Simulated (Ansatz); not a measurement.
Relaxation of Sr₅Te₅⁺ with UKS r2SCAN-D4/def2-SVP.

```sh
$ ansatz run in.yaml --threads 4 --pin off --events-out ev --progress --plain --max-ram 6963MiB
```

```yaml
crystal:
  periodic: [false, false, false]
  atoms:
    - {symbol: Sr, position_ang: [4.583000, 3.578700, 0.122400]}
    - {symbol: Sr, position_ang: [-2.064500, 4.938900, 0.405700]}
    - {symbol: Sr, position_ang: [-1.629300, -4.288800, -0.258400]}
    - {symbol: Sr, position_ang: [4.397800, -3.462200, -0.129400]}
    - {symbol: Sr, position_ang: [-6.687700, 0.001600, 0.464600]}
    - {symbol: Te, position_ang: [1.407300, 5.238600, 0.242500]}
    - {symbol: Te, position_ang: [-4.480500, -2.577800, -0.278000]}
    - {symbol: Te, position_ang: [-4.561600, 2.560000, 0.616200]}
    - {symbol: Te, position_ang: [5.341800, 0.000000, 0.000000]}
    - {symbol: Te, position_ang: [1.613800, -5.173300, -0.195000]}
basis:
  gaussian: {orbitals: def2-SVP}
total_charge: 1
magnetization: {spin_polarized: true, initial_magnetization: 1}
hamiltonian: {xc: r2scan, dispersion: d4}
scf: {lower_state_search: "off"}
output: {orbitals: {seedname: orbitals}}
relax: {f_tol: 0.03, max_steps: 70}
```

It took 3.9 min on 4 threads of Intel Xeon Platinum 8488C on a shared host, peak host memory 0.8 GiB.

Positions (Å) and forces (eV/Å) at steps 1, 2, 3, 4, 5, 6, 7, 8, 9, 10, 12 of 12:

```xyz
10
step=1 energy=-40665.2080 eV
Sr    4.583    3.579    0.122   -1.247   -0.821    0.001
Sr   -2.064    4.939    0.406    0.525   -0.954   -0.006
Sr   -1.629   -4.289   -0.258    0.300    0.322    0.040
Sr    4.398   -3.462   -0.129   -0.904    0.628    0.017
Sr   -6.688    0.002    0.465    1.874    0.023   -0.239
Te    1.407    5.239    0.242   -0.027   -0.551    0.019
Te   -4.481   -2.578   -0.278   -0.065    0.303    0.241
Te   -4.562    2.560    0.616   -0.025    0.047   -0.081
Te    5.342    0.000    0.000   -0.357    0.204    0.006
Te    1.614   -5.173   -0.195   -0.074    0.799    0.001
10
step=2 energy=-40666.2258 eV
Sr    4.440    3.481    0.123   -1.116   -0.741    0.004
Sr   -2.004    4.823    0.404    0.447   -0.823   -0.003
Sr   -1.604   -4.238   -0.252    0.239    0.295    0.036
Sr    4.296   -3.376   -0.127   -0.700    0.635    0.018
Sr   -6.491    0.006    0.441    1.522   -0.047   -0.199
Te    1.393    5.176    0.245   -0.007   -0.602    0.012
Te   -4.455   -2.566   -0.256    0.034    0.274    0.203
Te   -4.542    2.578    0.608    0.148    0.099   -0.080
Te    5.296    0.014    0.001   -0.419    0.212    0.007
Te    1.592   -5.083   -0.195   -0.149    0.697    0.003
10
step=3 energy=-40667.1551 eV
Sr    4.285    3.375    0.123   -0.920   -0.645    0.004
Sr   -1.940    4.709    0.404    0.374   -0.684   -0.003
Sr   -1.578   -4.191   -0.247    0.140    0.290    0.033
Sr    4.207   -3.276   -0.124   -0.519    0.642    0.018
Sr   -6.298   -0.002    0.416    1.093   -0.041   -0.138
Te    1.387    5.079    0.246   -0.035   -0.580    0.008
Te   -4.430   -2.535   -0.231    0.207    0.124    0.139
Te   -4.499    2.597    0.595    0.288    0.160   -0.072
Te    5.224    0.045    0.002   -0.446    0.154    0.006
Te    1.563   -4.985   -0.194   -0.181    0.580    0.004
10
step=4 energy=-40667.9885 eV
Sr    4.149    3.253    0.123   -0.711   -0.562   -0.001
Sr   -1.870    4.567    0.392    0.345   -0.526   -0.008
Sr   -1.526   -4.067   -0.238    0.081    0.218    0.025
Sr    4.092   -3.125   -0.118   -0.306    0.588    0.017
Sr   -6.198    0.001    0.414    0.796   -0.026   -0.101
Te    1.357    4.922    0.243   -0.063   -0.454    0.009
Te   -4.316   -2.422   -0.216    0.185    0.025    0.091
Te   -4.369    2.510    0.573    0.239    0.185   -0.043
Te    5.069    0.058    0.005   -0.377    0.124    0.006
Te    1.531   -4.882   -0.187   -0.189    0.428    0.004
10
step=5 energy=-40668.5422 eV
Sr    4.002    3.126    0.123   -0.418   -0.378    0.000
Sr   -1.790    4.463    0.389    0.204   -0.332   -0.005
Sr   -1.510   -4.019   -0.232   -0.029    0.171    0.013
Sr    4.027   -2.983   -0.114   -0.263    0.388    0.008
Sr   -6.053    0.002    0.398    0.500    0.058   -0.051
Te    1.337    4.810    0.244   -0.062   -0.291    0.004
Te   -4.258   -2.416   -0.202    0.199   -0.044    0.045
Te   -4.297    2.538    0.563    0.150    0.077   -0.028
Te    4.969    0.081    0.007   -0.273    0.026    0.003
Te    1.494   -4.787   -0.185   -0.007    0.326    0.012
10
step=6 energy=-40668.8461 eV
Sr    3.865    2.984    0.123   -0.162   -0.080    0.004
Sr   -1.723    4.358    0.387    0.015   -0.125    0.002
Sr   -1.505   -3.962   -0.229    0.034    0.035   -0.001
Sr    3.939   -2.830   -0.112   -0.106    0.020   -0.009
Sr   -5.900    0.020    0.384    0.218    0.005   -0.027
Te    1.310    4.694    0.244    0.022   -0.072   -0.004
Te   -4.179   -2.422   -0.191    0.026    0.007    0.020
Te   -4.226    2.557    0.554    0.036    0.030   -0.002
Te    4.854    0.081    0.008   -0.015    0.082    0.006
Te    1.485   -4.665   -0.178   -0.067    0.098    0.012
10
step=7 energy=-40668.8865 eV
Sr    3.772    2.920    0.127   -0.044   -0.003    0.008
Sr   -1.703    4.329    0.391   -0.061   -0.047    0.018
Sr   -1.494   -3.990   -0.247   -0.094    0.021   -0.007
Sr    3.859   -2.776   -0.130   -0.005   -0.006   -0.001
Sr   -5.751    0.027    0.364    0.103    0.010   -0.011
Te    1.311    4.730    0.233    0.033   -0.027   -0.013
Te   -4.181   -2.506   -0.202    0.048   -0.030    0.010
Te   -4.269    2.670    0.588    0.022    0.027   -0.008
Te    4.901    0.087    0.013   -0.003    0.023   -0.003
Te    1.475   -4.677   -0.147    0.000    0.032    0.007
10
step=8 energy=-40668.9329 eV
Sr    3.712    2.889    0.139    0.035   -0.008   -0.002
Sr   -1.713    4.353    0.423    0.028    0.034   -0.002
Sr   -1.540   -4.085   -0.274    0.018   -0.051    0.005
Sr    3.835   -2.752   -0.140    0.032    0.021    0.013
Sr   -5.558    0.038    0.340    0.138    0.032   -0.015
Te    1.305    4.749    0.210   -0.016    0.014    0.001
Te   -4.193   -2.620   -0.204   -0.107    0.004    0.003
Te   -4.312    2.804    0.607   -0.124   -0.029    0.016
Te    4.927    0.096    0.009   -0.008   -0.026   -0.007
Te    1.456   -4.656   -0.121    0.005    0.008   -0.011
10
step=9 energy=-40668.9555 eV
Sr    3.699    2.886    0.141    0.050   -0.029   -0.005
Sr   -1.733    4.379    0.438    0.119    0.085   -0.007
Sr   -1.580   -4.164   -0.278    0.129   -0.103    0.003
Sr    3.836   -2.752   -0.132    0.037    0.054    0.012
Sr   -5.365    0.050    0.313    0.108    0.039   -0.009
Te    1.300    4.758    0.203   -0.063   -0.010    0.005
Te   -4.243   -2.745   -0.214   -0.161    0.143    0.019
Te   -4.388    2.942    0.638   -0.148   -0.165   -0.002
Te    4.951    0.100    0.003   -0.042   -0.039   -0.005
Te    1.444   -4.640   -0.122   -0.028    0.026   -0.011
10
step=10 energy=-40668.9734 eV
Sr    3.710    2.894    0.125    0.007   -0.005   -0.004
Sr   -1.755    4.482    0.458   -0.006    0.015    0.002
Sr   -1.616   -4.306   -0.267    0.003   -0.018    0.000
Sr    3.834   -2.740   -0.105   -0.002    0.005    0.002
Sr   -5.231    0.062    0.287    0.010    0.009   -0.002
Te    1.273    4.722    0.211    0.004   -0.002    0.001
Te   -4.248   -2.774   -0.210   -0.014   -0.008    0.000
Te   -4.398    2.972    0.645   -0.012    0.003    0.002
Te    4.933    0.103   -0.002    0.004   -0.002    0.001
Te    1.418   -4.599   -0.151    0.007    0.002   -0.003
10
step=12 energy=-40668.9764 eV
Sr    3.700    2.884    0.100   -0.003    0.007    0.000
Sr   -1.783    4.576    0.489   -0.003   -0.001    0.002
Sr   -1.647   -4.412   -0.261   -0.003    0.001    0.000
Sr    3.796   -2.709   -0.091   -0.002   -0.009   -0.001
Sr   -5.101    0.070    0.257   -0.005   -0.002   -0.001
Te    1.250    4.694    0.222   -0.003   -0.001    0.000
Te   -4.248   -2.821   -0.198    0.007   -0.007    0.001
Te   -4.401    3.013    0.640    0.009    0.009   -0.001
Te    4.958    0.108    0.003    0.006    0.002    0.000
Te    1.396   -4.588   -0.170   -0.002    0.000    0.000
```

In the def2 sets Sr, Te take a core potential; there is no spin–orbit coupling. The gap within one spin of the charge 1 doublet nearly closes, so an electron or hole may be smeared out by delocalisation error. The relaxation made no stability test and no search for a lower SCF solution. Another isomer (doublet) lies 4.98 eV lower at PBE0-D4/def2-SVP; other spin states weren't run for this one.
